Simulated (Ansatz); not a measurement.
C2H6N2, SMILES `C=NCN` (charge 0, multiplicity 1).

Z-matrix (Å, degrees):
```
C
H 1 1.0924
H 1 1.0987 2 107.98
N 1 1.4453 2 108.36 3 117.54
H 4 1.0136 1 110.35 2 179.37
H 4 1.0138 5 107.10 1 119.91
N 1 1.4628 2 107.03 3 -120.03
C 7 1.2598 1 117.84 2 114.99
H 8 1.0886 7 119.78 1 179.40
H 8 1.0988 9 117.00 7 -179.98
```
Charge 0, spin multiplicity 1.

Frozen-core energies in 6-31g from Ansatz (a program for electronic structure) at a geometry from B3LYP-D3(BJ)/def2-TZVP; the HF reference has <S^2> = 0.00 (restricted, and unstable towards unrestricted orbitals) and the T1 diagnostic is 0.010.

| level | energy (Ha) |
|---|---|
| HF | -187.99500 |
| MP2 | -188.39500 |
| CCSD | -188.43115 |

Estimate the energies of CCSD(T), CCSDT and CCSDT(Q), and give each level's difference from CCSDT(Q).


```csv
level,energy (Ha),difference from CCSDT(Q) (mHa)
MP2,-188.39500,49.23
CCSD,-188.43115,13.08
CCSD(T),-188.44247,1.76
CCSDT,-188.44297,1.26
CCSDT(Q),-188.44423,0.00
```
